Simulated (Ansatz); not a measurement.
`[OH][Al]([SH])[SH]` + H₂ → `[SH][AlH][SH]` + H₂O  (hydrogenolysis of the Al–O bond)

Gas-phase electronic energies from Ansatz, PBE0-D4/def2-TZVP geometries. CBS: MP2 limit from def2 TZ/QZ plus the TZ coupled-cluster correction, frozen cores. This one scheme is used for every species. DFT in def2-TZVPP. HSE06 is defined as in plane-wave codes. Each species was taken in one conformer, which may not be the lowest.

`[OH][Al]([SH])[SH]`:

Cartesian coordinates in Å:
```
O 1.213 -0.840 1.435
Al 0.172 -0.190 0.280
S -1.848 -0.991 0.277
S 0.878 1.354 -1.090
H 2.127 -0.591 1.558
H -2.239 -0.207 -0.741
H -0.303 1.464 -1.719
```

H₂:

Cartesian coordinates in Å:
```
H 0.139 -0.220 0.267
H -0.139 0.220 -0.267
```

`[SH][AlH][SH]`:

```xyz
6

S     0.910    1.425   -1.261
Al   -0.026    0.034    0.128
S    -0.519   -1.932   -0.670
H     0.989    2.389   -0.327
H    -0.329    0.426    1.624
H    -1.025   -2.342    0.506
```

H₂O:

Z-matrix (Å, degrees):
```
O
H 1 0.960
H 1 0.960 2 105.1
```

CCSD(T)/CBS gives +26.5 kcal/mol.

Another level gave +26.5 kcal/mol. Which?
A. LDA (SPW92)/def2-TZVPP
B. CCSD(T)/def2-TZVPP
C. r2SCANh-D4/def2-TZVPP
D. HSE06/def2-TZVPP

B. CCSD(T)/def2-TZVPP 26.5, r2SCANh-D4 27.7, LDA (SPW92) 25.2, HSE06 24.1 kcal/mol.

What do rigid-rotor, harmonic-oscillator terms from PBE0-D4/def2-TZVP frequencies (298.15 K, 1 bar) make of the CCSD(T)/CBS value? (An estimate is asked.)

Ansatz gave: ΔZPE = +2.9 kcal/mol, ΔH = +28.7 kcal/mol, ΔS = 17 J/(mol·K), ΔG = +27.5 kcal/mol.

Largest T1 diagnostic among the species: 0.012.

At CCSD(T), def2-SVP lies −1.7 kcal/mol from the extrapolated value and def2-TZVPP +0.0 kcal/mol. In def2-TZVPP, CCSD(T) changes the Hartree–Fock value by +2.3 kcal/mol (the triples alone add +0.6 kcal/mol) and MP2 by +4.1 kcal/mol. From r2SCAN to r2SCAN0 (25 % exact exchange), in def2-TZVPP and without D4, ΔE moves by −1.0 kcal/mol.
